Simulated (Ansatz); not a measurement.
Geometry optimisation, Ansatz 0.2.0, RKS PBE-D4/6-31G*.

The input (input.yaml):

```yaml
crystal:
  periodic: [false, false, false]
  atoms:
    - { symbol: B, position_ang: [-0.035276, -0.353881, 0.067624] }
    - { symbol: O, position_ang: [-0.120664, -0.908597, 1.334472] }
    - { symbol: H, position_ang: [-1.028799, -0.811235, 1.678662] }
    - { symbol: F, position_ang: [1.142268, -0.440276, -0.553144] }
    - { symbol: H, position_ang: [-0.970336, 0.153937, -0.502059] }
    - { symbol: Si, position_ang: [0.155097, 2.617174, 1.120569] }
    - { symbol: H, position_ang: [0.764771, 3.615174, 2.058945] }
    - { symbol: H, position_ang: [0.852094, 2.682089, -0.202385] }
    - { symbol: H, position_ang: [-1.295963, 2.945033, 0.928452] }
    - { symbol: H, position_ang: [0.261709, 1.255282, 1.676563] }
basis:
  gaussian: { orbitals: "6-31G*" }
hamiltonian:
  xc: pbe
  dispersion: d4
relax:
  f_tol: 0.03
  max_steps: 50
```

Launched with:

```bash
$ ansatz run input.yaml --threads 1 --pin off --max-ram 2048MiB --backend cpu --events-out ev --progress --plain --runs-dir out
```

Question: Where does it end, and by what steps?

Answer: It converged. After 6 steps the energy has fallen by 0.174 eV; H10 moved furthest, 0.42 Å.

```csv
step,energy less start (eV),largest force component (eV/Å),accepted
0,0.0000,0.821,yes
1,-0.1196,0.427,yes
2,-0.1611,0.299,yes
3,-0.1141,1.412,no
4,-0.1707,0.219,yes
5,-0.1729,0.176,yes
6,-0.1743,0.022,yes
```

```xyz
10
Properties=species:S:1:pos:R:3
B -0.064 -0.630 0.003
O -0.168 -1.295 1.186
H -1.051 -1.158 1.579
F 1.098 -0.712 -0.651
H -0.963 0.015 -0.483
Si 0.177 2.909 1.192
H 0.795 3.990 2.025
H 0.881 2.818 -0.125
H -1.273 3.218 0.967
H 0.292 1.601 1.914
```

Whether the end is a true minimum wasn't checked by a vibrational analysis.

The run took 9.9 s on 1 thread of Intel(R) Xeon(R) 6975P-C (Granite Rapids), on a shared host, peak memory 0.18 GiB.
